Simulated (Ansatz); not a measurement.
Ansatz (a first-principles code) input (HF/6-31G* with LANL2DZ past Ar): The .json file joins the Basis Set Exchange's 6-31G* for atoms up to Ar and LANL2DZ past it.

Ansatz 0.2 input:
```yaml
crystal:
  periodic: [false, false, false]
  atoms:
    - {symbol: Tl, position_ang: [-0.00000000, -0.00000000, -0.45431918]}
    - {symbol: Cl, position_ang: [0.00000000, 0.00000000, 2.16469729]}
basis:
  gaussian:
    orbitals: 6-31Gs+LANL2DZ.json
hamiltonian:
  xc: {name: HF}
phonons: {temperatures: {t_min: 298.15, t_max: 298.15, t_step: 100}}
```

Q: Which harmonic wavenumbers does it give?

A: 253 cm⁻¹ (unscaled; negative means imaginary).
